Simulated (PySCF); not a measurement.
Compound: C5H10OSi.
Atom-mapped SMILES: `[CH2:1]=[CH:2]/[CH:3]=[CH:4]\[CH2:5][O:6][SiH3:7]` (hydrogens: H8, H9 on C1; H10 on C2; H11 on C3; H12 on C4; H13, H14 on C5; H15, H16, H17 on Si7)

Structure used (PBE0-D3(BJ)/def2-SVP), in Å, numbered top down from 1:
```
atom  x, y, z in Å
C1     3.343   -1.321   -0.097
C2     2.084   -0.868   -0.012
C3     1.731    0.526    0.197
C4     0.480    1.005    0.299
C5    -0.783    0.201    0.223
O6    -1.889    1.061    0.317
Si7   -3.463    0.521    0.382
H8     4.197   -0.642   -0.010
H9     3.561   -2.380   -0.254
H10    1.262   -1.588   -0.104
H11    2.564    1.232    0.277
H12    0.317    2.075    0.459
H13   -0.815   -0.372   -0.726
H14   -0.802   -0.551    1.040
H15   -3.816   -0.245   -0.856
H16   -4.319    1.730    0.501
H17   -3.664   -0.379    1.562
```

The calculation used core-valence-separated Tamm–Dancoff BHandHLYP/aug-pcX-1 (pcseg-1 on H, def2-SVPD on Si) in PySCF, non-relativistic, gas phase, PBE0-D3(BJ)/def2-SVP geometry. The energies are unshifted.

The lowest roots of each edge with f over 0.003 (five at most, numbered afresh; weaker and dark ones are left out), with transition dipoles (au) in the frame of the coordinates:

```
root  edge  E (eV)       μx       μy       μz
   1     C  282.23  -0.0013   0.0131  -0.0900
   2     C  282.35   0.0027  -0.0131   0.0913
   3     C  282.69  -0.0008   0.0106  -0.0723
   4     C  282.77  -0.0024   0.0141  -0.0977
   5     C  285.82   0.0311  -0.0210  -0.0035
   6     O  532.57  -0.0176  -0.0222  -0.0006
   7     O  533.93  -0.0092   0.0311   0.0023
   8     O  534.21   0.0227   0.0013   0.0000
   9     O  534.36   0.0131  -0.0043  -0.0283
  10     O  534.43  -0.0329   0.0157  -0.0100
```

Task: What are the oscillator strengths?

Result: f = (2/3) ΔE |μ|², with ΔE in hartree (27.2114 eV):

```csv
root,ΔE (Eh),|μ|² (au),f,core hole on
1,10.3717,0.008273,0.057,C1
2,10.3761,0.008515,0.059,C4
3,10.3887,0.005340,0.037,C2
4,10.3918,0.009750,0.068,C3
5,10.5035,0.001420,0.010,C1
6,19.5717,0.000803,0.010,O6
7,19.6215,0.001057,0.014,O6
8,19.6318,0.000517,0.007,O6
9,19.6375,0.000991,0.013,O6
10,19.6399,0.001429,0.019,O6
```

Task: Molecules are fixed in this frame and the field points along z. What effective strengths 3 f cos²θ do the roots have (θ between field and μ)?

Result: root 1 (C1): 0.168, root 2 (C4): 0.173, root 3 (C2): 0.109, root 4 (C3): 0.199, root 5 (C1): 0.000, root 6 (O6): 0.000, root 7 (O6): 0.000, root 8 (O6): 0.000, root 9 (O6): 0.031, root 10 (O6): 0.004. Root 4 is the strongest. Averaged over all orientations cos²θ is 1/3, which gives f back.

On an Arm Neoverse V2 with one thread, shared host with 96 logical CPUs at a one-minute load of 28, this took 28 s of wall time and 1.1 GiB of memory at its peak.

One conformer stands for the species.
